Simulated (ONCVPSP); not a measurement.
## erbium: ONCV pseudisation with PBE, scalar-relativistic reference atom.

- Element: erbium (Er)
- Generator: ONCVPSP 4.0.1
- Type: optimised norm-conserving Vanderbilt (ONCV)
- Functional: PBE
- Relativity: scalar-relativistic
- Frozen core: [Kr] 4d10
- Valence charge: 22
- Reference configuration: 4f12 5s2 5p6 6s2
- Partial waves: 5s+6s: rc 2.15 bohr, ncon 4, nbas 7, qcut 4.2 1/bohr, 2 projectors; 5p: rc 2.25 bohr, ncon 5, nbas 9, qcut 4.8 1/bohr, 2 projectors, debl 2 Ha; d scattering state at 0.46 Ha: rc 2.25 bohr, ncon 3, nbas 7, qcut 4.1 1/bohr, 1 projector; 4f: rc 1.05 bohr, ncon 4, nbas 8, qcut 19.4 1/bohr, 2 projectors, debl 0.6 Ha
- Local potential: polynomial inside 0.75 bohr (lpopt 5, dvloc0 3 Ha)
- Core correction: polynomial model core, fcfact 0.6

In the d channel the program set the typed energies aside and used 0.050 Ha.

All-electron outer shells of the reference configuration (PBE, scalar-relativistic, ld1.x):

```tsv
shell	level (eV)	outermost node (bohr)	outermost maximum (bohr)
5s	-51.86	0.60	1.11
5p	-26.38	0.65	1.28
6s	-3.83	1.52	3.38
4f	-3.13	–	0.51
```

(1) Estimate the cutoffs (Ha) at which the residual kinetic energy of the hardest occupied pseudo-wave falls to 1 and 0.1 mHa per electron.

(2) Does the potential have ghost states?

(3) Which valence shell sets the plane-wave cutoff?

Answers

(1) 134 Ha and 153 Ha.

(2) Ghosts flagged at negative energy: s at -320.3 eV, p at -46.4 eV; GHOST(+) flagged for d at 60.9 eV. A true bound ghost makes a file unfit for plane-wave use.

(3) 4f: 134 Ha for 1 mHa per electron, against 8 Ha for 5p.

Tests left out (the all-electron energies of this program are off by 10 to 40 meV for near-neutral 4f atoms).
